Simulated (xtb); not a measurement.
C$_{2}$H$_{6}$S, charge +1, doublet, from a rough starting geometry (a state made from the parent by changing its charge; the spin is typed, not shown lowest); GFN2-xTB in xtb 6.7.1.

The xtb input:
```
$ xtb mol.xyz --gfn 2 --chrg 1 --uhf 1 --opt vtight --json

# file mol.xyz
9

C      1.29525611     0.45342419     0.21197506
S      0.04656335     0.58069273    -1.09973881
C     -1.26072186    -0.52161487    -0.26065133
H      1.50649482    -0.57967335     0.41500830
H      2.17760417     0.94976109    -0.13331843
H      0.92311968     0.90522151     1.17628469
H     -0.91812116    -1.42046130    -0.07811644
H     -2.14624199    -0.39869201    -0.94710185
H     -1.55483706     0.10841266     0.68222942
```

It wrote (shortened):

```
   ID    Z sym.   atoms
    1    6 C      1, 3
    2   16 S      2
    3    1 H      4-9

           -------------------------------------------------
          |                Calculation Setup                |
           -------------------------------------------------

           -------------------------------------------------
          |                 G F N 2 - x T B                 |
           -------------------------------------------------

          ...................................................
          :                      SETUP                      :
          :.................................................:
          :  # basis functions                  24          :
          :  # atomic orbitals                  23          :
          :  # shells                           13          :
          :  # electrons                        19          :
          :  max. iterations                   250          :
          :  Hamiltonian                  GFN2-xTB          :
          :  restarted?                      false          :
          :  GBSA solvation                  false          :
          :  PC potential                    false          :
          :  electronic temp.          300.0000000     K    :
          :  accuracy                    1.0000000          :
          :  -> integral cutoff          0.2500000E+02      :
          :  -> integral neglect         0.1000000E-07      :
          :  -> SCF convergence          0.1000000E-05 Eh   :
          :  -> wf. convergence          0.1000000E-03 e    :
          :  Broyden damping             0.4000000          :
          :  net charge                          1          :
          :  unpaired electrons                  1          :
          ...................................................

 iter      E             dE          RMSdq      gap      omega  full diag
   1    -10.1718917 -0.101719E+02  0.373E+00    4.46       0.0  T
   2    -10.1878373 -0.159456E-01  0.198E+00    4.78       1.0  T
   3    -10.1895333 -0.169595E-02  0.837E-01    4.80       1.0  T
   4    -10.1897278 -0.194497E-03  0.309E-01    4.87       1.0  T
   5    -10.1898008 -0.730259E-04  0.104E-01    4.85       1.0  T
   6    -10.1898200 -0.191991E-04  0.372E-02    4.85       1.0  T
   7    -10.1898209 -0.857641E-06  0.139E-02    4.85       2.4  T
   8    -10.1898210 -0.964135E-07  0.316E-03    4.85      10.5  T
   9    -10.1898210 -0.540676E-08  0.409E-04    4.85      81.5  T
  10    -10.1898210 -0.398348E-10  0.120E-04    4.85     277.9  T

   *** convergence criteria satisfied after 10 iterations ***

         :::::::::::::::::::::::::::::::::::::::::::::::::::::
         ::                     SUMMARY                     ::
         :::::::::::::::::::::::::::::::::::::::::::::::::::::
         :: total energy             -10.066488287159 Eh    ::
         :: gradient norm              0.187049061670 Eh/a0 ::
         :: HOMO-LUMO gap              4.848241269550 eV    ::
         ::.................................................::
         :: SCC energy               -10.189820204856 Eh    ::
         :: -> isotropic ES            0.102465998557 Eh    ::
         :: -> anisotropic ES         -0.009419939968 Eh    ::
         :: -> anisotropic XC          0.009261946581 Eh    ::
         :: -> dispersion             -0.003093888685 Eh    ::
         :: repulsion energy           0.123331917697 Eh    ::
         :: add. restraining           0.000000000000 Eh    ::
         :: total charge               1.000000000000 e     ::
         :::::::::::::::::::::::::::::::::::::::::::::::::::::

      -----------------------------------------------------------
     |                   =====================                   |
     |                        A N C O P T                        |
     |                   =====================                   |
     |               Approximate Normal Coordinate               |
[...]
 * total energy  :   -10.0883803 Eh     change       -0.4472805E-04 Eh
 * total energy  :   -10.0883828 Eh     change       -0.2580354E-05 Eh
 * total energy  :   -10.0883859 Eh     change       -0.3105265E-05 Eh
 * total energy  :   -10.0883864 Eh     change       -0.4924576E-06 Eh
 * total energy  :   -10.0883871 Eh     change       -0.7029576E-06 Eh
 * total energy  :   -10.0883880 Eh     change       -0.8637532E-06 Eh
 * total energy  :   -10.0883888 Eh     change       -0.7997372E-06 Eh
 * total energy  :   -10.0883894 Eh     change       -0.5637386E-06 Eh
 * total energy  :   -10.0883897 Eh     change       -0.3822015E-06 Eh
 * total energy  :   -10.0883900 Eh     change       -0.2814466E-06 Eh
 * total energy  :   -10.0883902 Eh     change       -0.1845461E-06 Eh
 * total energy  :   -10.0883903 Eh     change       -0.4835321E-07 Eh
   *** GEOMETRY OPTIMIZATION CONVERGED AFTER 16 ITERATIONS ***
         :: total energy             -10.088390256085 Eh    ::
[...]
         7        2.0000           -0.6916726             -18.8214
         8        2.0000           -0.6750164             -18.3681
         9        2.0000           -0.6649310             -18.0937
        10        1.0000           -0.6031435             -16.4124 (HOMO)
        11                         -0.4046449             -11.0109 (LUMO)
        12                         -0.3640261              -9.9057
        13                         -0.2311016              -6.2886
        14                         -0.2137635              -5.8168
        15                         -0.2112775              -5.7492
        16                         -0.0719275              -1.9572
        17                         -0.0310727              -0.8455
        18                         -0.0041127              -0.1119
        19                          0.0011980               0.0326
        20                          0.0170512               0.4640
        21                          0.0408578               1.1118
       ...                                ...                  ...
        23                          0.2466685               6.7122
      -------------------------------------------------------------
                  HL-Gap            0.1984986 Eh            5.4014 eV
             Fermi-level           -0.5689657 Eh          -15.4823 eV

     #   Z          covCN         q      C6AA      α(0)
     1   6 C        3.746    -0.149    23.453     6.908
     2  16 S        1.945     0.446   124.184    18.756
     3   6 C        3.746    -0.149    23.453     6.908
     4   1 H        0.925     0.145     1.423     1.866
     5   1 H        0.925     0.135     1.499     1.915
     6   1 H        0.925     0.146     1.420     1.863
     7   1 H        0.925     0.146     1.418     1.862
     8   1 H        0.925     0.135     1.499     1.915
     9   1 H        0.925     0.145     1.426     1.867

 Mol. C6AA /au·bohr⁶  :        782.747437
 Mol. C8AA /au·bohr⁸  :      23954.877686
 Mol. α(0) /au        :         43.859376

Wiberg/Mayer (AO) data.
largest (>0.10) Wiberg bond orders for each atom

 ---------------------------------------------------------------------------
     #   Z sym  total        # sym  WBO       # sym  WBO       # sym  WBO
 ---------------------------------------------------------------------------
     1   6 C    3.945 --     2 S    1.100     5 H    0.963     4 H    0.925
                             6 H    0.923
     2  16 S    2.390 --     3 C    1.100     1 C    1.100
     3   6 C    3.945 --     2 S    1.100     8 H    0.963     9 H    0.925
                             7 H    0.922
     4   1 H    0.978 --     1 C    0.925
     5   1 H    0.982 --     1 C    0.963
     6   1 H    0.977 --     1 C    0.923
     7   1 H    0.977 --     3 C    0.922
     8   1 H    0.982 --     3 C    0.963
     9   1 H    0.978 --     3 C    0.925
 ---------------------------------------------------------------------------

Topologies differ in total number of bonds
Writing topology from bond orders to xtbtopo.mol

molecular dipole:
                 x           y           z       tot (Debye)
 q only:        0.030       0.279      -0.540
   full:        0.025       0.202      -0.384       1.104
molecular quadrupole (traceless):
                xx          xy          yy          xz          yz          zz
 q only:        3.425       2.337      -2.187       1.269      -0.535      -1.238
  q+dip:        3.241       1.896      -1.588       1.070       0.116      -1.653
   full:        3.551       2.040      -1.692       1.156       0.190      -1.859

optimized geometry written to: xtbopt.xyz

           -------------------------------------------------
          | TOTAL ENERGY              -10.088390256085 Eh   |
          | GRADIENT NORM               0.000039770925 Eh/α |
          | HOMO-LUMO GAP               5.401420857197 eV   |
           -------------------------------------------------

normal termination of xtb
```
